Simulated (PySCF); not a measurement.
Spinor energies of Te(3+) (tellurium, charge +3)

Start: [Kr] 4d10 5s1 5p2; 5s1/2 filled at m_j = +1/2; 5p3/2 filled at m_j = +1/2, +3/2. Calculated with PySCF 2.14 in x2c-TZVPall-2c with one added diffuse shell each of s, p, d, f type (9s10p6d3f, 90 functions): generalised Hartree-Fock with the X2C-1e Hamiltonian and a Gaussian nucleus; one run each with spin-orbit coupling (SO) switched off, then screened by Boettger's factors. This is a chosen level, not necessarily the ground level.

```csv
spinor shell,electrons,"ε, spin-free (eV)","ε, screened SO (eV)",weight of nominal j (screened SO),"rms radius, screened SO (bohr)"
1s1/2,2,-32005.4,-32002.1,1.000,0.0318
2s1/2,2,-5032.8,-5031.9,1.000,0.130
2p1/2,2,-4514.2,-4705.0,1.000,0.112
2p3/2,4,-4514.2,-4427.9,1.000,0.117
3s1/2,2,-1069.0,-1068.8,1.000,0.343
3p1/2,2,-896.40,-933.05,1.000,0.336
3d3/2,4,-635.93,-642.39,1.000,0.320
3d5/2,6,-635.93,-631.49,1.000,0.323
4s1/2,2,-225.18,-225.19,1.000,0.815
4p1/2,2,-169.27,-176.31,0.999,0.858
4p3/2,4,-169.27,-166.14,0.999,0.885
4d3/2,4,-84.929,-85.961,0.970,1.03
4d5/2,6,-84.929,-84.299,0.980,1.04
5s1/2,1,-51.210,-51.159,1.000,2.06
5p3/2,2,-38.046,-37.907,0.761,2.36
```

(1) Where does 3p3/2 lie, and what is the 3p spin-orbit splitting (screened SO)?

```
   quantity    spin-free  screened SO
E (hartree)  -6787.75520  -6789.62824
        M_J          5/2          5/2
       ⟨J²⟩        8.755        8.755
       ⟨L²⟩        2.003        2.112
       ⟨S²⟩        3.752        3.705
```

Each row is a mean over spinors that exchange with the open shell spreads, by up to 1.128 eV (4s1/2).

Rows whose weight is well below 1 are mixtures of j = l ± 1/2: exchange outweighs spin-orbit coupling there, and the label is only the starting occupation.

Breit and QED terms are absent; they matter most for the inner s and p1/2 levels.

Densities and radii are taken from the X2C orbitals without a picture-change correction, which distorts them close to the nucleus.

Without spin-orbit coupling the j labels of p, d and f shells carry no meaning; the spin-free column gives the mean over the occupied spinors of each nl shell.

Results:

(1) At -879.80 eV, 53.251 eV above 3p1/2.
